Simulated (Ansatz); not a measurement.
Reactions of `C=CCCC(C)C`.

Calculated with Ansatz (gas phase, PBE0-D4/def2-TZVP geometries, no zero-point term in ΔE). CCSD(T)/CBS is the MP2 limit (def2-TZVPP, def2-QZVPP) plus CCSD(T) − MP2 in def2-TZVPP, frozen cores. This one scheme is used for every species. Triplets are unrestricted, without spin–orbit coupling. Each species was taken in one conformer, which may not be the lowest.

| reaction | CCSD(T)/CBS(def2) (eV) |
| --- | --- |
| `C=CCCC(C)C` + H₂S → `C=CCCS` + `CCC` | ? |
| `C=CCCC(C)C` → `C=CCCCCC` | ? |
| `C=CCCC(C)C` → `C=CCCCC` + `[CH2]` (triplet) | 4.58 |
| `C=CCCC(C)C` → `CCC1CCCC1` | -0.66 |
| `C=CCCC(C)C` + `[OH][AlH2]` → `C=CC[O][AlH2]` + `CC(C)C` | 0.54 |
| `C=CCCC(C)C` + `Cc1ccc(C)cc1` → `Cc1ccc(C)c(C)c1` + `C=CCCCC` | -0.04 |

**Question.** Fill in the missing values. (An estimate is asked.)

**Answer.** Computed: `C=CCCC(C)C` + H₂S → `C=CCCS` + `CCC`: +0.18 eV; `C=CCCC(C)C` → `C=CCCCCC`: +0.09 eV.

Largest T1 diagnostic: 0.013, for `C=CC[O][AlH2]`.
